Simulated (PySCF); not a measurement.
# Löwdin shares of the frontier orbitals

C3H7GeN2P.
Z-matrix (Å and degrees, PBE0-D3(BJ)/def2-SVP geometry), rows numbered from 1:
```
C 
C   1  1.4924
P   2  1.7379  1  128.24
C   3  1.7689  2   86.00  1  -179.78
N   4  1.3133  3  116.22  2    -0.04
N   5  1.3408  4  109.64  3     0.10
Ge  6  1.8888  2  127.67  1    -1.05
H   1  1.1030  2  111.69  3   115.64
H   1  1.1031  2  111.79  3  -123.54
H   1  1.0975  2  110.41  3    -3.95
H   4  1.0929  3  126.21  2  -179.98
H   7  1.5357  6  107.39  2   -63.74
H   7  1.5354  6  107.22  2    54.86
H   7  1.5247  6  105.42  2   175.53
```

The calculation used TDDFT CAM-B3LYP/def2-SVPD, vertical, gas phase, core orbitals frozen in the response (PySCF). The CAM-B3LYP/def2-SVPD calculation is non-relativistic and has no spin–orbit coupling, an omission that weighs most on germanium.

Kohn–Sham orbitals with the atoms that hold most of them (Löwdin shares over 4%, at most four atoms; ? is withheld):

| orbital | ε (eV) | atoms |
| --- | --- | --- |
| HOMO-3 | -10.01 | P3 33%, N5 18%, C2 14%, N6 13% |
| HOMO-2 | -8.87 | C4 27%, N6 23%, N5 22%, C2 12% |
| HOMO-1 | -8.86 | P3 41%, N5 33%, C4 11%, C2 5% |
| HOMO | ? | ? |
| LUMO | 0.62 | Ge7 20%, P3 20%, C2 18%, N6 12% |
| LUMO+1 | 0.66 | Ge7 33%, P3 11%, C2 10%, H13 10% |
| LUMO+2 | 0.85 | Ge7 43%, H12 11%, H13 11%, H14 8% |

Task: Which atoms hold the HOMO, and with what shares?

Result: P3 (bonded to 2 C) 39%; C2 (bonded to C, N and P) 23%; C4 (bonded to N, P and H) 11%; N5 (bonded to C and N) 10%. By element: phosphorus 39%, carbon 34% or more, nitrogen 10% or more.

Task: What is the HOMO energy, and the HOMO–LUMO gap?

Result: ε(HOMO) = -7.81 eV; the gap is 8.42 eV (0.3096 hartree).

Task: The HOMO–LUMO gap is 8.42 eV. Where does the response calculation put the lowest singlet, and from which orbitals?

Result: S1 is at 5.51 eV (f = 0.177), 2.91 eV below the gap, made of HOMO→LUMO (60%), HOMO→LUMO+1 (28%). Without the coupling terms of the response equations the lowest excitation would equal the gap.

Next come S2 at 5.85 eV (f 0.0081), HOMO-1→LUMO (58%), HOMO-1→LUMO+1 (29%); S3 at 5.90 eV (f 0.0085), HOMO→LUMO+3 (59%), HOMO-2→LUMO (19%), HOMO-2→LUMO+1 (9%); S4 at 5.97 eV (f 0.0016), HOMO→LUMO+1 (25%), HOMO→LUMO+4 (24%), HOMO→LUMO (12%); S5 at 6.15 eV (f 0.0073), HOMO→LUMO+2 (78%), HOMO→LUMO+4 (10%).

Löwdin shares depend on the basis, the more so with diffuse functions.
